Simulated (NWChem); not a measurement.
# C2H3BO; SMILES C#CBO

```xyz
7

B      0.5143    -0.6690     0.0000
C      0.0842     0.8011     0.0000
C     -0.2037     1.9840     0.0000
H     -0.4663     3.0270     0.0000
H      1.6922    -0.9580     0.0000
O     -0.4316    -1.6310     0.0000
H     -0.0568    -2.5174     0.0000
```
Atoms are numbered in this order, from 1.

Computed with NWChem. Pople sets run with spherical d functions. Geometry: optimised at PBE0/def2-SVP. B3LYP is NWChem's, with the RPA form of VWN correlation. Atomic charges in e: unrestrained fits to the electrostatic potential beside Mulliken populations; buried atoms are poorly determined by the fit.

For level Hartree-Fock/6-31G*:

| Property | Result |
|---|---|
| ESP B1 | 0.71 |
| Mulliken B1 | 0.44 |
| Mulliken C2 | -0.17 |
| Mulliken C3 | -0.29 |
| ESP O6 | -0.67 |
| Mulliken O6 | -0.69 |

What are these values for level B3LYP/def2-SVP?


| Item | Result |
|---|---|
| ESP B1 | 0.54 |
| Mulliken B1 | -0.07 |
| Mulliken C2 | 0.15 |
| Mulliken C3 | -0.13 |
| ESP O6 | -0.55 |
| Mulliken O6 | -0.07 |
